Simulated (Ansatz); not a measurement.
Steps of a relaxation of `C=CB(N)[SiH2]F` with RKS PBE-D4/def2-SVP.

```sh
$ ansatz run in.yaml --threads 4 --pin off --events-out ev --progress --plain --max-ram 10444MiB
```

```yaml
crystal:
  periodic: [false, false, false]
  atoms:
    - {symbol: C, position_ang: [-2.214000, 0.250500, -0.521700]}
    - {symbol: C, position_ang: [-1.014500, 0.731000, -0.376800]}
    - {symbol: B, position_ang: [0.119400, -0.198100, 0.110200]}
    - {symbol: N, position_ang: [-0.034900, -1.658800, 0.437900]}
    - {symbol: Si, position_ang: [1.931300, 0.552900, 0.347000]}
    - {symbol: F, position_ang: [1.853900, 1.830200, 1.487600]}
    - {symbol: H, position_ang: [-2.510500, -0.731200, -0.317300]}
    - {symbol: H, position_ang: [-2.994300, 0.993700, -0.886700]}
    - {symbol: H, position_ang: [-0.779500, 1.789100, -0.554700]}
    - {symbol: H, position_ang: [-0.342700, -2.138600, -0.437500]}
    - {symbol: H, position_ang: [0.771500, -2.098000, 0.799800]}
    - {symbol: H, position_ang: [2.429900, 1.092200, -0.905100]}
    - {symbol: H, position_ang: [2.804800, -0.449600, 0.832300]}
basis:
  gaussian: {orbitals: def2-SVP}
hamiltonian: {xc: pbe, dispersion: d4}
relax: {f_tol: 0.03, max_steps: 200}
```

Positions (Å) and forces (eV/Å) along the path, 12 of 16 steps:

```xyz
13
step=1 energy=-14929.4447 eV
C    -2.214    0.251   -0.522   -3.357    2.729   -1.398
C    -1.014    0.731   -0.377    3.044   -0.095    0.349
B     0.119   -0.198    0.110    0.302   -1.639    1.089
N    -0.035   -1.659    0.438   -1.444    2.571   -2.510
Si    1.931    0.553    0.347   -1.374    2.035    1.620
F     1.854    1.830    1.488    0.301   -0.937   -0.977
H    -2.510   -0.731   -0.317   -0.543   -2.093    0.407
H    -2.994    0.994   -0.887    0.146   -0.982    0.350
H    -0.779    1.789   -0.555   -0.156    0.159   -0.184
H    -0.343   -2.139   -0.438   -0.332   -0.171    0.959
H     0.771   -2.098    0.800    1.507   -0.843    0.486
H     2.430    1.092   -0.905    0.487    0.453   -0.893
H     2.805   -0.450    0.832    1.420   -1.186    0.703
13
step=2 energy=-14930.1386 eV
C    -2.262    0.253   -0.537   -0.794    1.306   -0.556
C    -1.005    0.705   -0.416    0.692   -0.430    0.309
B     0.139   -0.189    0.147   -0.108   -1.405    0.347
N    -0.025   -1.628    0.396   -0.138    1.169   -1.844
Si    1.962    0.576    0.411   -0.450    1.215    0.990
F     1.931    1.874    1.495    0.161   -0.709   -0.622
H    -2.565   -0.767   -0.326   -0.118   -0.588    0.182
H    -3.055    0.963   -0.875    0.023   -0.426    0.116
H    -0.775    1.765   -0.607   -0.182    0.081   -0.172
H    -0.529   -2.138   -0.379    0.180    0.293    1.247
H     0.815   -2.131    0.683    0.044   -0.237    0.004
H     2.474    1.113   -0.882    0.155    0.119   -0.293
H     2.916   -0.432    0.903    0.536   -0.389    0.291
13
step=4 energy=-14930.5517 eV
C    -2.310    0.276   -0.501   -0.030   -0.061   -0.030
C    -1.025    0.687   -0.416   -0.108   -0.005    0.067
B     0.165   -0.186    0.121    0.227   -0.125   -0.360
N     0.104   -1.593    0.130    0.010   -0.167    0.135
Si    1.995    0.613    0.473   -0.023   -0.113    0.112
F     1.947    1.924    1.478    0.014    0.042   -0.006
H    -2.626   -0.739   -0.196    0.026    0.001    0.044
H    -3.119    0.920   -0.884   -0.010    0.037    0.013
H    -0.830    1.733   -0.726    0.061   -0.054    0.026
H    -0.694   -2.138   -0.214   -0.077    0.134    0.013
H     0.838   -2.211    0.493   -0.043    0.251   -0.065
H     2.627    1.073   -0.824   -0.032    0.031    0.031
H     2.948   -0.394    1.083   -0.014    0.030    0.019
13
step=5 energy=-14930.5701 eV
C    -2.297    0.281   -0.470   -0.027    0.065    0.052
C    -1.008    0.687   -0.436   -0.023   -0.101   -0.181
B     0.196   -0.204    0.031    0.016   -0.151    0.203
N     0.096   -1.607    0.091    0.093    0.017    0.021
Si    1.993    0.601    0.488    0.025    0.050   -0.180
F     1.851    1.933    1.456    0.010   -0.059    0.024
H    -2.609   -0.716   -0.107    0.013   -0.012   -0.017
H    -3.114    0.924   -0.841    0.000    0.005    0.045
H    -0.800    1.714   -0.792   -0.007   -0.012    0.037
H    -0.743   -2.130   -0.173   -0.026    0.020   -0.073
H     0.858   -2.217    0.401   -0.109    0.092    0.010
H     2.654    1.073   -0.789    0.086    0.024    0.040
H     2.943   -0.374    1.156   -0.052    0.061    0.022
13
step=6 energy=-14930.5828 eV
C    -2.300    0.277   -0.453    0.057    0.081    0.056
C    -1.003    0.666   -0.482   -0.079    0.007   -0.045
B     0.207   -0.215   -0.011   -0.097    0.064    0.024
N     0.088   -1.608    0.085    0.056   -0.194   -0.042
Si    1.996    0.607    0.457    0.146    0.070    0.030
F     1.815    1.923    1.444   -0.033   -0.022   -0.024
H    -2.603   -0.720   -0.081    0.008    0.016   -0.019
H    -3.130    0.939   -0.764    0.056   -0.042    0.009
H    -0.799    1.700   -0.821   -0.034   -0.020   -0.031
H    -0.748   -2.127   -0.210    0.100    0.072    0.049
H     0.837   -2.214    0.431   -0.092    0.014   -0.031
H     2.753    1.102   -0.761   -0.063   -0.047    0.050
H     2.907   -0.364    1.182   -0.025    0.002   -0.027
13
step=7 energy=-14930.5875 eV
C    -2.299    0.286   -0.426    0.054    0.025   -0.039
C    -1.001    0.663   -0.496   -0.064    0.009   -0.013
B     0.211   -0.215   -0.022   -0.046    0.008   -0.017
N     0.101   -1.612    0.053    0.046   -0.074    0.042
Si    1.998    0.607    0.464    0.017    0.039    0.036
F     1.788    1.928    1.439    0.007   -0.023   -0.028
H    -2.601   -0.705   -0.038    0.014    0.030    0.028
H    -3.130    0.941   -0.745    0.045   -0.020    0.026
H    -0.799    1.686   -0.867   -0.020   -0.026   -0.002
H    -0.741   -2.126   -0.224    0.002    0.022   -0.027
H     0.837   -2.221    0.415   -0.023    0.013   -0.020
H     2.763    1.093   -0.750   -0.023   -0.027    0.047
H     2.893   -0.361    1.212   -0.010    0.024   -0.034
13
step=8 energy=-14930.5915 eV
C    -2.293    0.298   -0.401    0.008    0.027   -0.013
C    -0.992    0.652   -0.513   -0.042   -0.037   -0.024
B     0.216   -0.230   -0.034   -0.055    0.004   -0.010
N     0.104   -1.629    0.028    0.060    0.050    0.039
Si    1.988    0.617    0.476    0.002   -0.022    0.038
F     1.759    1.947    1.435   -0.008   -0.052   -0.043
H    -2.601   -0.670    0.035    0.020   -0.005    0.028
H    -3.121    0.955   -0.721    0.033   -0.003    0.011
H    -0.786    1.657   -0.927    0.002   -0.006   -0.001
H    -0.735   -2.138   -0.264   -0.018    0.021   -0.041
H     0.835   -2.244    0.389    0.005    0.009    0.001
H     2.768    1.092   -0.730   -0.017   -0.010    0.024
H     2.876   -0.341    1.242    0.010    0.022   -0.010
13
step=12 energy=-14930.5993 eV
C    -2.280    0.320   -0.348   -0.018    0.006    0.010
C    -0.983    0.629   -0.571    0.021   -0.008    0.012
B     0.220   -0.241   -0.069    0.000   -0.003    0.020
N     0.114   -1.639   -0.017    0.019   -0.002    0.006
Si    1.969    0.613    0.500   -0.017    0.041    0.011
F     1.689    1.946    1.440    0.008   -0.046   -0.026
H    -2.573   -0.596    0.197    0.004   -0.009    0.000
H    -3.113    0.971   -0.667    0.004    0.004    0.002
H    -0.777    1.595   -1.070   -0.003    0.000   -0.027
H    -0.711   -2.144   -0.353   -0.009    0.010   -0.013
H     0.835   -2.256    0.361   -0.002    0.006   -0.001
H     2.777    1.089   -0.686    0.002    0.002    0.005
H     2.852   -0.322    1.297   -0.009   -0.001    0.001
13
step=13 energy=-14930.6002 eV
C    -2.277    0.325   -0.331   -0.008    0.007    0.004
C    -0.983    0.623   -0.588   -0.065    0.029   -0.036
B     0.221   -0.236   -0.080    0.003   -0.169    0.016
N     0.119   -1.638   -0.027    0.029    0.144    0.003
Si    1.962    0.614    0.503    0.058    0.020    0.022
F     1.681    1.938    1.453   -0.009    0.002    0.001
H    -2.562   -0.575    0.244    0.006    0.005    0.007
H    -3.113    0.971   -0.653    0.010   -0.007   -0.002
H    -0.785    1.569   -1.126    0.008    0.002    0.003
H    -0.702   -2.141   -0.373   -0.014   -0.014   -0.008
H     0.840   -2.250    0.358   -0.002   -0.014   -0.002
H     2.788    1.097   -0.667   -0.009   -0.001   -0.004
H     2.832   -0.332    1.302   -0.008   -0.003   -0.004
13
step=14 energy=-14930.6008 eV
C    -2.274    0.331   -0.321    0.016   -0.012   -0.012
C    -0.982    0.619   -0.598   -0.042    0.013   -0.008
B     0.221   -0.238   -0.083    0.012   -0.060    0.004
N     0.121   -1.638   -0.032    0.013    0.052   -0.005
Si    1.960    0.615    0.508   -0.007   -0.002    0.000
F     1.671    1.934    1.461    0.004    0.007    0.005
H    -2.552   -0.557    0.275   -0.003    0.015   -0.001
H    -3.111    0.971   -0.649    0.001    0.003    0.007
H    -0.783    1.554   -1.156   -0.002   -0.005    0.001
H    -0.697   -2.142   -0.387   -0.005   -0.007    0.004
H     0.840   -2.252    0.354   -0.005   -0.010   -0.002
H     2.781    1.105   -0.663    0.009   -0.002    0.011
H     2.825   -0.336    1.307    0.011    0.008   -0.007
13
step=15 energy=-14930.6010 eV
C    -2.274    0.334   -0.319    0.032    0.005    0.024
C    -0.982    0.614   -0.607   -0.011   -0.006    0.006
B     0.222   -0.243   -0.088    0.001    0.031   -0.012
N     0.122   -1.641   -0.036    0.000   -0.023   -0.001
Si    1.958    0.616    0.511    0.001   -0.002   -0.008
F     1.661    1.931    1.467   -0.002    0.000    0.002
H    -2.551   -0.544    0.293   -0.002    0.013   -0.018
H    -3.110    0.977   -0.642   -0.005   -0.004   -0.009
H    -0.782    1.542   -1.176   -0.007   -0.012    0.006
H    -0.697   -2.144   -0.391    0.005    0.002    0.005
H     0.840   -2.256    0.349   -0.005   -0.004    0.001
H     2.785    1.111   -0.653   -0.005    0.004    0.000
H     2.830   -0.331    1.307   -0.003   -0.003    0.004
13
step=16 energy=-14930.6011 eV
C    -2.273    0.336   -0.316    0.014   -0.009   -0.012
C    -0.982    0.613   -0.607   -0.004   -0.004    0.009
B     0.223   -0.244   -0.090   -0.001    0.022   -0.004
N     0.122   -1.642   -0.037   -0.002   -0.014    0.002
Si    1.958    0.616    0.510    0.006   -0.003   -0.005
F     1.659    1.929    1.469   -0.004    0.001    0.001
H    -2.552   -0.543    0.293   -0.002    0.009    0.000
H    -3.109    0.977   -0.644   -0.001    0.003    0.005
H    -0.782    1.541   -1.177   -0.002   -0.004    0.002
H    -0.698   -2.145   -0.389    0.005    0.001    0.001
H     0.840   -2.257    0.350   -0.003   -0.003    0.000
H     2.785    1.114   -0.653   -0.004    0.003   -0.001
H     2.830   -0.331    1.305   -0.001   -0.003    0.002
```

It took 28 s on 4 threads of an Arm Neoverse V1 on a shared host, with 0.18 GiB of host memory at the peak.
